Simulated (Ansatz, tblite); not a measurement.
Isomers of Pb2S3 (singlet), found by a short tight-binding search and relaxed with r2SCAN-D4/def2-SVP in Ansatz.

In the def2 sets Pb takes a core potential; there is no spin–orbit coupling. The xTB rows come from tblite. B3LYP takes the VWN-RPA correlation. Correlated methods freeze 23 core orbitals; core or outer-core shells of Pb are correlated, in sets that lack core-valence functions.

A: At CCSD(T)/def2-TZVP T1 of the charge 0 singlet is large (up to 0.021), so the single-reference result is doubtful. B: At CCSD(T)/def2-TZVP T1 of the charge 0 singlet is large (up to 0.023), so the single-reference result is doubtful.

Other spin states weren't relaxed.

A:

```csv
atom,x (Å),y (Å),z (Å)
Pb1,1.4244,2.1779,0.2215
Pb2,-0.5123,-0.7865,-0.0811
S3,-0.4710,1.4002,-1.3613
S4,1.3423,-0.0758,1.4924
S5,-1.7835,-2.7158,-0.2714
```

B:

Cartesian coordinates in Å:
```
Pb -0.797 -1.718 -1.142
Pb 1.731 0.810 1.113
S -1.822 0.550 -0.515
S 1.472 -1.430 -0.046
S -0.584 1.788 0.590
```

C:

```xyz
5

Pb   -0.966   -1.031   -1.143
Pb    1.470    0.853    0.643
S    -0.761   -0.516    1.583
S     1.534   -0.541   -1.521
S    -1.277    1.236    0.439
```

Q: Estimate their order by electronic energy at RPA@PBE/def2-TZVP, counted from the lowest.

A: C (0.0) < B (44.2) < A (151.1), in kJ/mol.

Q: Do the other levels pick the same lowest one?

A: All that were run do. Energies above each level's lowest (kJ/mol):

```json
{"level": "GFN1-xTB", "A": "217.7", "B": "41.9", "C": "0.0"}
{"level": "GFN2-xTB", "A": "213.6", "B": "4.8", "C": "0.0"}
{"level": "HF/def2-TZVP", "A": "134.9", "B": "14.1", "C": "0.0"}
{"level": "PBE-D4/def2-SVP", "A": "163.4", "B": "32.0", "C": "0.0"}
{"level": "PBE-D4/def2-TZVP", "A": "159.2", "B": "29.2", "C": "0.0"}
{"level": "revPBE-D4/def2-TZVP", "A": "162.7", "B": "28.8", "C": "0.0"}
{"level": "r2SCAN-D4/def2-TZVP", "A": "156.0", "B": "32.2", "C": "0.0"}
{"level": "r2SCANh-D4/def2-TZVP", "A": "158.7", "B": "33.2", "C": "0.0"}
{"level": "B3LYP-D4/def2-TZVP", "A": "157.0", "B": "19.6", "C": "0.0"}
{"level": "PBE0-D4/def2-SVP", "A": "169.2", "B": "37.6", "C": "0.0"}
{"level": "PBE0-D4/def2-TZVP", "A": "164.0", "B": "34.3", "C": "0.0"}
{"level": "RPA@PBE/def2-TZVP", "A": "151.1", "B": "44.2", "C": "0.0"}
{"level": "MP2/def2-TZVP", "A": "178.2", "B": "57.6", "C": "0.0"}
{"level": "CCSD/def2-TZVP", "A": "154.9", "B": "37.7", "C": "0.0"}
{"level": "CCSD(T)/def2-TZVP", "A": "149.8", "B": "39.5", "C": "0.0"}
```
Point groups (tolerance 0.1 Å): A C2v, B C2v, C C2v. Lower isomers may exist.
